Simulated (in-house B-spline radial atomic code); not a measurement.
Relativistic effects in Kr XXXI (Kr30+), [He] 2s2 2p2: non-relativistic Hartree-Fock (point nucleus) against Dirac-Hartree-Fock (Fermi nucleus of rms radius 4.1884 fm), both averages of the configuration, computed with a radial B-spline atomic code at the basis-set limit.

```csv
orbital,ε NR (Eh),ε Dirac (Eh),<r> NR (bohr),<r> Dirac (bohr),change of <r> (%)
1s1/2,-596.38,?,0.04223,?,?
2s1/2,-132.82,-135.68,0.1771,0.1728,-2.4
2p1/2,-129.67,?,0.1503,?,?
2p3/2,-129.67,-129.98,0.1503,0.1496,-0.5
```

Question: What happens to 2p1/2?

Answer: Its energy goes to -132.26 hartree and <r> to 0.1462 bohr (-2.75 %).

Question: What happens to 1s1/2?

Answer: Its energy goes to -606.69 hartree and <r> to 0.04126 bohr (-2.30 %).

Question: What explains the pattern of contraction and expansion?

Answer: The s and p1/2 orbitals contract directly, as their density near the nucleus moves at relativistic speed. Nothing expands appreciably in this ion.

Question: By how much does the total energy change?

Answer: By -31.02 hartree, from -1829.306 to -1860.326.
